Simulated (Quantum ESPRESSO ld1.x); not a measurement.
The potassium ion K7+, 12 electrons, occupied as [Ne] 3s2. All-electron calculation, non-relativistic Kohn-Sham, BLYP, spin-unpolarised, spherical densities, point nucleus. Program: ld1.x of Quantum ESPRESSO 7.5. Some entries of the table are withheld. Estimate them.

orbital,occ.,eigenvalue (hartree),<r^2> (bohr^2),r(max) (bohr)
1s,2,(1),0.008924,(2)
2s,2,-17.8774,0.1772,0.3189
2p,6,(3),(4),0.2615
3s,2,-5.33952,1.348,(5)

Answer. 
(1) 1s eigenvalue (hartree): -134.191
(2) 1s r(max) (bohr): 0.05351
(3) 2p eigenvalue (hartree): -15.3327
(4) 2p <r^2> (bohr^2): 0.1489
(5) 3s r(max) (bohr): 0.9907
